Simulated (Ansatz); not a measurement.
C$_{2}$H$_{2}$FSi (`C#C[SiH]F`) radical. Charge 0, multiplicity 2. The structure was optimised at the PBE0-D4/def2-TZVP level.

```xyz
6

C    -1.293    1.003    0.581
C    -0.413    0.251    0.232
Si    0.839   -1.001   -0.129
F     2.295   -0.341   -0.080
H    -2.066    1.675    0.876
H     0.638   -1.586   -1.479
```

**Question.** What is the dipole moment at B3LYP/def2-TZVPP? (Best estimate.)

**Answer.** Ansatz gave: 1.67 D, with components (-1.66, -0.01, 0.19) D in this frame, pointing from negative to positive charge.

**Question.** And with PBE, r2SCAN, ωB97M-V? (Estimate.)

**Answer.** Ansatz gave: PBE 1.54 D, r2SCAN 1.62 D, ωB97M-V 1.65 D.

**Question.** Give the Mulliken charges with B3LYP, ωB97M-V, PBE in def2-TZVPP. (An estimate is asked.)

**Answer.** Computed: 
| atom | B3LYP | ωB97M-V | PBE |
| --- | --- | --- | --- |
| C1 | 0.01 | -0.01 | -0.03 |
| C2 | -0.36 | -0.33 | -0.27 |
| Si3 | 0.47 | 0.42 | 0.40 |
| F4 | -0.31 | -0.29 | -0.26 |
| H5 | 0.25 | 0.23 | 0.21 |
| H6 | -0.06 | -0.02 | -0.05 |

B3LYP here is the variant with VWN-RPA as its local correlation; programs differ in this.
